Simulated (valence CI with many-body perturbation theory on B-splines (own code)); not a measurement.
# E1 line list for Cd15+

Computed by relativistic CI+MBPT: five valence electrons over a frozen Dirac-Fock core [Ar] 3d10, a basis of 11 s, 11 p, 10 d, 8 f, 5 g, 2 h functions for each j, with the one-electron correlation potential Σ1 (screened to all orders), the two-electron term Σ2, the three-electron term Σ3, Breit, model QED; selected single and double excitations, second order for the rest, scaled by the run's own slope (own B-spline code, finite nucleus).

No measured spectrum was set against this ion. As an estimate, levels hold to about 250 cm⁻¹ or 0.2 % of their energy and the worst to 1 %, as in measured heavy ions of charge 2 to 7; those with d or f electrons hold less well. Among the levels kept, up to 2200 cm⁻¹ of a level comes from second order outside the variational space, and about a tenth of that is noise between levels of different J, which matters for small intervals.

Lines 201 to 250 of 568 in falling wavelength, among levels below 1272700 cm⁻¹, chosen from the strongest by gf and those to the six lowest levels. Wavelengths and rates use the calculated energies, so an error of 1000 cm⁻¹ moves a line at 182.5 Å by 0.18 % and its rate by three times that or more. Electric multipoles are in the length gauge, E1 and E2 with the static RPA response of the core. Weak lines are less certain than strong ones. Lines between different terms over intervals too small for the method are left out, as are lines whose strength nearly cancels. Where a level lies close to another of its J and parity, the split of strength between their lines is uncertain. The highest levels of a list are the least certain.

Names give the largest LS component (configuration and term), which can be under half, so a name can repeat, a term be missing and a line seem to break the LS rules; names also repeat where a configuration has a term twice. Letters in brackets count levels of one name in rising energy.

| λ vac (Å) | Upper | Lower | A (s⁻¹) | log gf | Branch % |
| --- | --- | --- | --- | --- | --- |
| 182.5 | 4s2.4p2.4d 4P_1/2 | 4s2.4p3 2P°_1/2 | 6.38e+09 | -1.20 | 3.4 |
| 182.2 | 4s2.4p.4d2 4P°_5/2 [a] | 4s2.4p2.4d 2D_5/2 [a] | 9.31e+09 | -0.56 | 6.0 |
| 182.1 | 4s2.4p2.4d 2D_3/2 [b] | 4s2.4p3 2P°_3/2 | 8.93e+08 | -1.75 | 0.4 |
| 181.4 | 4s2.4p.4d2 4G°_9/2 | 4s2.4p2.4d 2F_7/2 [a] | 4.61e+09 | -0.64 | 26.1 |
| 181.3 | 4s.4p3.4d 4P°_5/2 [b] | 4s.4p4 2D_5/2 | 5.28e+09 | -0.81 | 6.9 |
| 181.3 | 4s.4p3.4d 4D°_3/2 [a] | 4s.4p4 4P_5/2 | 1.31e+09 | -1.59 | 23.3 |
| 181.0 | 4s2.4p2.4f 2G°_7/2 [b] | 4s2.4p2.4d 2G_7/2 | 1.04e+10 | -0.39 | 10.2 |
| 180.5 | 4s2.4p2.4f 2G°_9/2 [b] | 4s2.4p2.4d 2G_9/2 | 1.21e+10 | -0.23 | 7.8 |
| 180.4 | 4s.4p3.4d 4F°_5/2 [a] | 4s.4p4 4P_5/2 | 1.85e+09 | -1.27 | 28.9 |
| 180.3 | 4s2.4p.4d2 4G°_5/2 [b] | 4s2.4p2.4d 2F_7/2 [a] | 1.15e+10 | -0.47 | 12.8 |
| 180.3 | 4s2.4p2.4f 4G°_9/2 | 4s2.4p2.4d 2G_7/2 | 4.01e+09 | -0.71 | 3.1 |
| 180.0 | 4s.4p3.4d 2P°_3/2 [c] | 4s.4p4 2P_1/2 | 1.15e+10 | -0.65 | 5.8 |
| 179.5 | 4s2.4p.4d2 4D°_5/2 [c] | 4s2.4p2.4d 2F_7/2 [b] | 2.15e+10 | -0.21 | 19.1 |
| 179.4 | 4s2.4p2.4d 2G_7/2 | 4s2.4p3 2D°_5/2 | 1.14e+10 | -0.36 | 100.0 |
| 179.4 | 4s2.4p.4d2 4D°_5/2 [b] | 4s2.4p2.4d 2G_7/2 | 8.16e+09 | -0.63 | 4.5 |
| 179.4 | 4s2.4p2.4d 2F_5/2 [b] | 4s2.4p3 2P°_3/2 | 5.78e+09 | -0.78 | 2.4 |
| 179.1 | 4s2.4p2.4f 4D°_3/2 | 4s2.4p2.4d 4P_3/2 | 9.84e+09 | -0.72 | 4.8 |
| 178.9 | 4s2.4p.4d2 4F°_5/2 | 4s2.4p2.4d 4P_3/2 | 8.54e+09 | -0.61 | 3.5 |
| 178.7 | 4s.4p3.4d 4D°_3/2 [b] | 4s.4p4 4P_1/2 | 1.47e+10 | -0.55 | 41.8 |
| 178.6 | 4s2.4p.4d2 4D°_3/2 [b] | 4s2.4p2.4d 2P_3/2 [a] | 1.50e+10 | -0.54 | 9.1 |
| 178.5 | 4s.4p3.4d 2D°_5/2 [b] | 4s.4p4 2D_5/2 | 8.64e+09 | -0.61 | 19.3 |
| 178.4 | 4s.4p3.4d 4S°_3/2 | 4s.4p4 2D_5/2 | 4.38e+10 | -0.08 | 30.0 |
| 178.4 | 4s2.4p2.4d 2P_3/2 [a] | 4s2.4p3 2D°_3/2 | 4.40e+10 | -0.08 | 40.9 |
| 178.3 | 4s2.4p.4d2 4G°_5/2 [b] | 4s2.4p2.4d 4F_7/2 | 5.79e+09 | -0.78 | 6.5 |
| 178.2 | 4s2.4p2.4f 2G°_7/2 [a] | 4s2.4p2.4d 4F_7/2 | 2.12e+10 | -0.09 | 25.3 |
| 178.0 | 4s2.4p.4d2 4D°_7/2 [a] | 4s2.4p2.4d 4F_9/2 | 1.89e+10 | -0.14 | 35.6 |
| 177.9 | 4s.4p3.4d 2P°_1/2 [a] | 4s.4p4 2D_3/2 | 2.19e+10 | -0.68 | 19.0 |
| 177.9 | 4s2.4p2.4d 2D_3/2 [a] | 4s2.4p3 2P°_1/2 | 1.42e+10 | -0.57 | 20.4 |
| 177.8 | 4s.4p3.4d 4F°_7/2 [a] | 4s.4p4 4P_5/2 | 1.09e+09 | -1.38 | 21.7 |
| 177.6 | 4s2.4p.4d2 4D°_7/2 [b] | 4s2.4p2.4d 2G_9/2 | 2.72e+10 | 0.01 | 17.4 |
| 177.5 | 4s2.4p.4d2 4F°_9/2 | 4s2.4p2.4d 2G_9/2 | 3.78e+09 | -0.75 | 1.5 |
| 177.3 | 4s2.4p.4d2 4D°_7/2 [c] | 4s2.4p2.4d 2F_5/2 [b] | 4.80e+09 | -0.74 | 1.4 |
| 177.3 | 4s2.4p.4d2 4D°_5/2 [d] | 4s2.4p2.4d 2F_5/2 [b] | 6.64e+09 | -0.73 | 1.7 |
| 177.1 | 4s2.4p.4d2 4F°_5/2 | 4s2.4p2.4d 4P_5/2 | 6.32e+09 | -0.75 | 2.6 |
| 177.1 | 4s.4p3.4d 4G°_5/2 | 4s.4p4 4P_5/2 | 1.04e+09 | -1.53 | 9.8 |
| 176.9 | 4s2.4p2.4d 2F_5/2 [a] | 4s2.4p3 4S°_3/2 | 1.34e+09 | -1.42 | 76.9 |
| 176.7 | 4s2.4p.4d2 4P°_5/2 [a] | 4s2.4p2.4d 2D_3/2 [a] | 7.69e+09 | -0.67 | 5.0 |
| 176.4 | 4s2.4p2.4f 2D°_3/2 | 4s2.4p2.4d 2P_1/2 [b] | 2.27e+10 | -0.37 | 8.6 |
| 176.4 | 4s2.4p.4d2 4F°_7/2 | 4s2.4p2.4d 4P_5/2 | 2.16e+10 | -0.09 | 9.4 |
| 176.3 | 4s2.4p2.4d 2D_5/2 [b] | 4s2.4p3 2P°_3/2 | 1.16e+09 | -1.49 | 3.9 |
| 176.1 | 4s2.4p2.4f 2P°_1/2 | 4s2.4p2.4d 2D_3/2 [b] | 2.02e+10 | -0.73 | 7.4 |
| 176.1 | 4s2.4p2.4d 4P_5/2 | 4s2.4p3 2D°_5/2 | 2.21e+10 | -0.21 | 10.3 |
| 176.0 | 4s2.4p.4d2 4G°_5/2 [b] | 4s2.4p2.4d 2F_5/2 [a] | 1.67e+10 | -0.33 | 18.6 |
| 175.8 | 4s2.4p.4d2 4D°_5/2 [a] | 4s2.4p2.4d 4D_5/2 | 1.69e+10 | -0.33 | 14.3 |
| 175.7 | 4s.4p3.4d 2D°_5/2 [a] | 4s.4p4 4P_3/2 | 2.67e+10 | -0.13 | 55.0 |
| 175.6 | 4s2.4p.4d2 4D°_3/2 [a] | 4s2.4p2.4d 4D_3/2 | 1.82e+10 | -0.47 | 16.1 |
| 175.5 | 4s2.4p2.4f 4F°_5/2 [b] | 4s2.4p2.4d 2D_5/2 [a] | 1.43e+10 | -0.40 | 7.1 |
| 175.4 | 4s2.4p.4d2 2F°_7/2 | 4s2.4p2.4d 2F_7/2 [b] | 1.05e+10 | -0.41 | 5.7 |
| 175.3 | 4s.4p3.4d 2D°_3/2 [b] | 4s.4p4 2D_3/2 | 2.60e+10 | -0.32 | 22.3 |
| 175.3 | 4s2.4p2.4d 2P_1/2 [a] | 4s2.4p3 2P°_1/2 | 4.51e+10 | -0.38 | 24.9 |

(1) How does gf follow from A for the line at 179.5 Å?

## Answers

(1) gf = 1.4992 × (2J+1)_upper × A / σ², with σ = 557027 cm⁻¹ and 2J+1 = 6: gf = 0.622.
